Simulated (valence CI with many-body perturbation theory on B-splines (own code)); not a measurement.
Cu²⁴⁺: electric-dipole lines

Level of theory: relativistic CI+MBPT: three valence electrons over a frozen Dirac-Fock core [He], radial functions for each j: 11 s, 11 p, 10 d, 8 f, 5 g, 2 h, with the one-electron correlation potential Σ1 (screened to all orders), the two-electron term Σ2, the three-electron term Σ3, Breit, model QED; selected single and double excitations, second order for the rest, scaled by the run's own slope (own B-spline code, finite nucleus).

No measured spectrum was set against this ion. As an estimate, levels of excited configurations hold to 0.05 to 0.15 % of their energy, terms of the ground configuration to about 0.5 %.

Lines 201 to 250 of 583 in falling wavelength, among levels below 15303 × 10³ cm⁻¹, chosen from the strongest by gf and those to the six lowest levels. Wavelengths and rates use the calculated energies, so an error of 900 cm⁻¹ moves a line at 2.925 nm by 0.026 % and its rate by three times that or more. Electric multipoles are in the length gauge, E1 and E2 with the static RPA response of the core. Weak lines are less certain than strong ones. Lines between different terms over intervals too small for the method are left out, as are lines whose strength nearly cancels. Where a level lies close to another of its J and parity, the split of strength between their lines is uncertain. The highest levels of a list are the least certain.

Names give the largest LS component (configuration and term), which can be under half, so a name can repeat, a term be missing and a line seem to break the LS rules; names also repeat where a configuration has a term twice. Letters in brackets count levels of one name in rising energy.

```tsv
λ vac (nm)	Upper	Lower	A (s⁻¹)	S (a.u.)
2.925	2s.2p.4f 2F_7/2 [a]	2s.2p.3d 2D°_5/2 [a]	4.00e+12	3.95e-01
2.924	2s.2p.4f 2F_7/2 [b]	2s.2p.3d 2D°_5/2 [b]	4.48e+12	4.43e-01
2.924	2s.2p.4f 4F_7/2 [a]	2s.2p.3d 4P°_5/2	2.48e+12	2.45e-01
2.922	2s2.4s 2S_1/2	2s2.3p 2P°_3/2	7.02e+11	1.73e-02
2.921	2s.2p.4f 2D_3/2 [b]	2p2.3p 4D°_3/2	2.54e+11	1.25e-02
2.920	2s.2p.4f 4D_5/2	2s.2p.3d 2D°_5/2 [a]	1.38e+12	1.02e-01
2.920	2s.2p.4s 2P°_3/2 [b]	2s.2p.3p 2D_5/2 [b]	4.95e+11	2.43e-02
2.919	2s.2p.4f 2G_7/2 [b]	2s.2p.3d 2D°_5/2 [b]	3.71e+11	3.65e-02
2.919	2s.2p.4f 2D_5/2 [b]	2p2.3p 4D°_3/2	1.19e+12	8.73e-02
2.918	2s.2p.4f 2D_5/2 [a]	2s.2p.3s 2P°_3/2 [b]	7.32e+11	5.38e-02
2.917	2s.2p.4s 4P°_5/2	2s.2p.3p 4P_5/2	3.05e+11	2.24e-02
2.910	2s.2p.4f 2D_5/2 [b]	2s.2p.3d 2D°_5/2 [b]	7.69e+11	5.62e-02
2.909	2s.2p.4f 2F_5/2	2s.2p.3d 2D°_3/2 [b]	4.38e+12	3.19e-01
2.908	2s.2p.4s 4P°_5/2	2s.2p.3p 4D_7/2	3.76e+11	2.74e-02
2.907	2s.2p.4f 4F_3/2	2s.2p.3d 4D°_1/2	3.75e+12	1.82e-01
2.905	2s2.4f 2F°_5/2	2s2.3d 2D_5/2	3.71e+11	2.70e-02
2.903	2s.2p.4f 4F_3/2	2s.2p.3d 4D°_3/2	1.28e+12	6.19e-02
2.903	2s2.4f 2F°_7/2	2s2.3d 2D_5/2	5.57e+12	5.38e-01
2.902	2s.2p.4f 4F_5/2 [b]	2s.2p.3d 4P°_3/2	2.26e+12	1.63e-01
2.902	2s.2p.4f 4D_3/2	2s.2p.3d 4P°_1/2	1.61e+12	7.79e-02
2.901	2s.2p.4f 4F_5/2 [a]	2s.2p.3d 4D°_3/2	3.91e+12	2.83e-01
2.900	2s.2p.4f 2F_5/2	2s.2p.3d 2F°_5/2 [b]	7.53e+11	5.44e-02
2.899	2s.2p.4f 4D_1/2	2s.2p.3d 4P°_1/2	4.33e+12	1.04e-01
2.898	2s.2p.4f 4D_3/2	2s.2p.3d 4P°_3/2	2.96e+12	1.42e-01
2.898	2s.2p.4f 2F_7/2 [b]	2s.2p.3d 2F°_5/2 [b]	2.29e+11	2.20e-02
2.897	2s.2p.4f 2F_7/2 [b]	2s.2p.3d 2F°_7/2 [b]	6.47e+11	6.21e-02
2.896	2s.2p.4f 4F_7/2 [b]	2s.2p.3d 4D°_5/2	3.39e+12	3.25e-01
2.895	2s.2p.4f 2D_3/2 [b]	2s.2p.3d 2D°_3/2 [b]	7.77e+11	3.72e-02
2.895	2s.2p.4f 4D_1/2	2s.2p.3d 4P°_3/2	1.22e+12	2.93e-02
2.895	2s.2p.4f 4D_5/2	2s.2p.3d 4P°_3/2	3.93e+11	2.83e-02
2.894	2s.2p.4f 4F_5/2 [b]	2s.2p.3d 4D°_5/2	2.18e+12	1.57e-01
2.894	2s.2p.4d 4F°_7/2	2s.2p.3p 4P_5/2	1.44e+11	1.38e-02
2.893	2s.2p.4f 2G_7/2 [b]	2s.2p.3d 2F°_5/2 [b]	4.62e+12	4.41e-01
2.892	2s.2p.4f 2G_7/2 [b]	2s.2p.3d 2F°_7/2 [b]	1.40e+11	1.34e-02
2.892	2s2.4f 2F°_5/2	2s2.3d 2D_3/2	5.22e+12	3.74e-01
2.891	2s.2p.4s 2P°_3/2 [b]	2s.2p.3p 2D_3/2 [b]	2.34e+11	1.12e-02
2.890	2s.2p.4f 4G_7/2	2s.2p.3d 4F°_7/2	3.88e+11	3.70e-02
2.890	2s.2p.4f 4D_3/2	2s.2p.3d 4D°_5/2	5.77e+11	2.75e-02
2.890	2s.2p.4f 4G_7/2	2s.2p.3d 4P°_5/2	1.54e+12	1.46e-01
2.889	2s.2p.4f 2G_9/2 [b]	2s.2p.3d 2F°_7/2 [b]	5.26e+12	6.26e-01
2.889	2s.2p.4f 4F_7/2 [b]	2s.2p.3d 4D°_7/2	1.44e+12	1.37e-01
2.889	2s.2p.4f 4G_5/2	2s.2p.3d 4F°_5/2	1.65e+11	1.18e-02
2.889	2s.2p.4f 4G_9/2	2s.2p.3d 4F°_7/2	5.12e+12	6.09e-01
2.889	2s.2p.4f 4F_5/2 [a]	2s.2p.3d 4P°_5/2	6.37e+11	4.54e-02
2.888	2s.2p.4f 4F_9/2	2s.2p.3d 4D°_7/2	4.29e+12	5.11e-01
2.887	2s.2p.4f 4F_5/2 [b]	2s.2p.3d 4D°_7/2	2.44e+11	1.74e-02
2.887	2s.2p.4f 4D_5/2	2s.2p.3d 4D°_5/2	1.99e+11	1.42e-02
2.886	2s.2p.4f 4F_7/2 [a]	2s.2p.3d 4F°_5/2	2.49e+12	2.36e-01
2.884	2s.2p.4f 2F_7/2 [a]	2s.2p.3d 4D°_7/2	4.12e+11	3.91e-02
2.883	2s.2p.4f 2G_7/2 [a]	2s.2p.3d 4F°_7/2	3.50e+11	3.32e-02
```
